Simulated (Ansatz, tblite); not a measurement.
Forces on BiH2Et (C₂H₇Bi) at its PBE-D4/def2-SVP geometry. The state is a singlet with charge 0.

In the def2 sets Bi takes a core potential; there is no spin–orbit coupling. The xTB rows come from tblite. Another isomer (singlet) lies 0.21 eV lower at PBE0-D4/def2-TZVP; other spin states weren't run for this one.

GFN1-xTB (tblite), largest force 0.76 eV/Å:

```xyz
10
positions Å, forces eV/Å
Bi   -1.517    1.272    0.386   -0.195   -0.395   -0.281
C     0.331    0.177   -0.502   -0.502    0.435   -0.379
C     1.083   -0.625    0.552    0.454   -0.411    0.277
H    -2.273    1.495   -1.255    0.222   -0.144    0.400
H    -2.412   -0.303    0.588    0.233    0.420   -0.118
H     0.959    0.977   -0.945   -0.156   -0.544    0.261
H    -0.046   -0.458   -1.327    0.411    0.159    0.436
H     1.983   -1.117    0.121   -0.432    0.243    0.150
H     1.437    0.010    1.392   -0.252   -0.205   -0.472
H     0.454   -1.428    0.989    0.217    0.442   -0.276
```

GFN2-xTB (tblite), largest force 0.75 eV/Å:

```
Bi -0.125 -0.520 -0.369
C -0.185 0.235 -0.356
C 0.323 -0.321 0.259
H 0.193 -0.107 0.394
H 0.205 0.415 -0.092
H -0.230 -0.585 0.295
H 0.342 0.305 0.597
H -0.521 0.302 0.171
H -0.271 -0.265 -0.555
H 0.268 0.541 -0.344
```

PBE-D4/def2-TZVP (Ansatz), largest force 0.32 eV/Å:

```
Bi 0.085 -0.207 -0.161
C -0.044 0.106 -0.251
C 0.135 -0.150 0.202
H 0.041 -0.016 0.100
H 0.051 0.105 -0.016
H -0.173 -0.218 0.135
H 0.094 0.175 0.248
H -0.231 0.132 0.100
H -0.107 -0.154 -0.231
H 0.149 0.226 -0.126
```
